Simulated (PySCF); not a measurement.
Compound: Ge(OH)H3.
Bonds: Ge1–O2. Hydrogens: H4, H5, H6 on Ge1; H3 on O2.

The calculation used PBE0-D3(BJ)/def2-SVP geometry optimisation, gas phase in PySCF.

(1) Give the optimised bond lengths and angles.

## Answers

(1) 
| bond | length (Å) |
| --- | --- |
| Ge1–O2 | 1.783 |
| Ge1–H4, Ge1–H5 | 1.544 |
| Ge1–H6 | 1.533 |
| O2–H3 | 0.963 |

Bonds in one row agree within 0.01 Å and their mean is given. A selection of angles:
| angle | degrees |
| --- | --- |
| O2–Ge1–H4 | 110.4 |
| O2–Ge1–H6 | 104.3 |
| H4–Ge1–H5 | 109.4 |
| H4–Ge1–H6 | 111.1 |
| Ge1–O2–H3 | 112.7 |

Ge1 (germanium bonded to O and 3 H) is distorted tetrahedral (angles from 104.3° to 111.1°).

Point group: Cs (tolerance 0.08 Å). Whether it is a minimum is left open (no frequencies).

Hardware: an Arm Neoverse V2 with one thread (shared host). Cost: 4.8 s of wall time. This is the geometry optimisation.
